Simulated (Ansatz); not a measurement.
`[F][Ga-]1([Cl])[O]C=CC=[O+]1`. The species carries charge 0 and has multiplicity 1. All single points use the PBE0-D4/def2-TZVP geometry.

```xyz
11

F     0.203   -2.872   -0.785
Ga   -0.231   -1.238   -1.224
Cl   -0.997   -0.823   -3.163
O    -1.383   -0.567    0.134
C    -1.028    0.329    0.957
C     0.200    0.975    1.015
C     1.247    0.713    0.140
O     1.255   -0.122   -0.814
H    -1.791    0.606    1.692
H     0.349    1.722    1.781
H     2.176    1.276    0.267
```

(1) What is the dipole moment at r2SCAN/def2-TZVPP? (Estimate.)

(2) And with PBE, B3LYP, ωB97M-V? (An estimate is asked.)

(3) Give the Mulliken charges with r2SCAN, ωB97M-V, PBE in def2-TZVPP. (Estimate.)

Answers

(1) Ansatz gave: 5.75 D, with components (0.63, 4.30, 3.76) D in this frame, pointing from negative to positive charge.

(2) The calculation gave: PBE 5.54 D, B3LYP 5.86 D, ωB97M-V 5.87 D.

(3) The calculation gave: 
```csv
atom,r2SCAN,ωB97M-V,PBE
F1,-0.38,-0.38,-0.33
Ga2,0.70,0.69,0.58
Cl3,-0.27,-0.25,-0.25
O4,-0.29,-0.30,-0.20
C5,0.23,0.18,0.12
C6,-0.18,-0.19,-0.14
C7,0.23,0.18,0.12
O8,-0.29,-0.30,-0.20
H9,0.09,0.12,0.10
H10,0.09,0.11,0.11
H11,0.09,0.12,0.10
```

B3LYP here is the variant with VWN-RPA as its local correlation; programs differ in this.
